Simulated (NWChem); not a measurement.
Species: P₂H₃, doublet; SMILES [PH]P

Results from NWChem. Spin-unrestricted. Structure relaxed at the PBE-D3(BJ)/def2-SVP, spin-unrestricted level. No stability test was run on the SCF state. Level: PBE/def2-SVP with SMD (1 M gas to 1 M solution), gas-phase geometry. Reactions with the solvent are ignored.

Problem. Estimate the computed values for solvent water. Quantities: solvation free energy (kcal/mol); cavity-dispersion-structure term (kcal/mol); dipole in solution (D).

Solution. 
```yaml
solvation free energy (kcal/mol): 0.2
cavity-dispersion-structure term (kcal/mol): 2.2
dipole in solution (D): 1.54
```
